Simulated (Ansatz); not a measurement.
Gas-phase electronic energies from Ansatz, PBE0-D4/def2-TZVP geometries. CCSD(T)/CBS adds triple-zeta CCSD(T) − MP2 to the extrapolated MP2 energy (def2 sets, frozen cores). DFT in def2-TZVPP. B3LYP here is the variant with VWN-RPA as its local correlation; programs differ in this. For Br, Ge outer-core shells are correlated without core-valence functions, which leaves a few kJ/mol of doubt a bond. Scalar relativity is left out up to krypton. Each species was taken in one conformer, which may not be the lowest.

Reaction (redistribution): `[CH3][GeH]([Cl])[CH]=O` + `N[SiH](Cl)Br` → `[CH3][GeH]([Cl])[Cl]` + `N[SiH](Br)C=O`

| level | ΔE (kJ/mol) | difference from CCSD(T)/CBS |
| --- | --- | --- |
| PBE-D4 | 12.5 | -1.9 |
| r2SCAN-D4 | 13.2 | -1.2 |
| PBE0-D4 | 12.0 | -2.4 |
| B3LYP-D4 | 10.9 | -3.5 |
| ωB97X-V | 11.6 | -2.8 |
| ωB97M-V | 12.7 | -1.7 |
| B2PLYP | 12.4 | -2.0 |
| PBE | 12.8 | -1.6 |
| r2SCAN | 13.2 | -1.2 |
| PBE0 | 12.3 | -2.1 |
| B3LYP | 11.4 | -3.0 |
| HF/def2-TZVPP | 6.7 | -7.7 |
| MP2/def2-TZVPP | 15.2 | 0.8 |
| SCS-MP2/def2-TZVPP | 13.2 | -1.2 |
| CCSD/def2-TZVPP | 13.0 | -1.4 |
| CCSD(T)/def2-TZVPP | 13.3 | -1.1 |
| HF/def2-QZVPP | 6.6 | -7.8 |
| MP2/def2-QZVPP | 15.8 | 1.4 |
| SCS-MP2/def2-QZVPP | 13.6 | -0.8 |
| HF/CBS(def2) | 6.6 | -7.8 |
| MP2/CBS(def2) | 16.3 | 1.9 |
| CCSD/CBS(def2) | 14.1 | -0.3 |
| CCSD(T)/CBS | 14.4 | 0 |

Largest T1 diagnostic among the species: 0.013.

In def2-TZVPP, CCSD(T) changes the Hartree–Fock value by +6.5 kJ/mol (the triples alone add +0.3 kJ/mol) and MP2 by +8.4 kJ/mol.
